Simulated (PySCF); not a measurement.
Molecule: SMILES NB(F)F, BF2H2N.

Cartesian coordinates in Å; atom numbers follow the order of the lines, from 1:
```xyz
6

N    -0.744   -0.043    0.008
B     0.648    0.039   -0.020
F     1.402   -1.057   -0.004
F     1.268    1.214   -0.064
H    -1.334    0.776   -0.003
H    -1.234   -0.925    0.040
```

Spin–spin couplings on one PBE0-D3(BJ)/def2-SVP geometry, PySCF 2.14, gas phase, non-relativistic, equivalent pairs averaged; isotopes 15N, 1H, 11B, 19F; basis pcJ-1.

**Question.** How do the couplings (Hz) change with the functional? Times are CPU seconds on 1 thread of an Arm Neoverse V1, shared host.

**Answer.** 
```tsv
functional	functions	1J(N1,H5)	1J(B2,F3)	1J(N1,B2)	2J(F3,F4)	2J(N1,F3)	2J(H5,H6)	3J(F3,H5)	core-s
HF	128	-107.0	65.0	-61.7	63.7	-23.1	-13.9	7.8	3.5
LDA	128	-73.0	-115.6	-43.7	-209.7	-9.5	-0.5	4.6	4.3
PBE	128	-82.4	-113.2	-49.0	-182.5	-12.8	-1.1	5.5	7
KT2	128	-89.8	-149.0	-44.0	-211.8	-8.9	-3.4	5.0	7.2
B3LYP	128	-89.6	-75.6	-52.0	-127.5	-14.6	-2.5	6.7	7.9
PBE0	128	-85.6	-73.4	-50.7	-117.5	-14.3	-3.2	6.2	7.4
B97-2	128	-82.5	-73.1	-52.5	-133.5	-13.3	-2.8	5.8	7.2
BHandHLYP	128	-96.1	-24.7	-55.3	-52.2	-17.7	-5.2	7.7	7.8
CAM-B3LYP	128	-88.9	-65.8	-51.8	-118.2	-15.0	-2.9	6.8	9.1
```
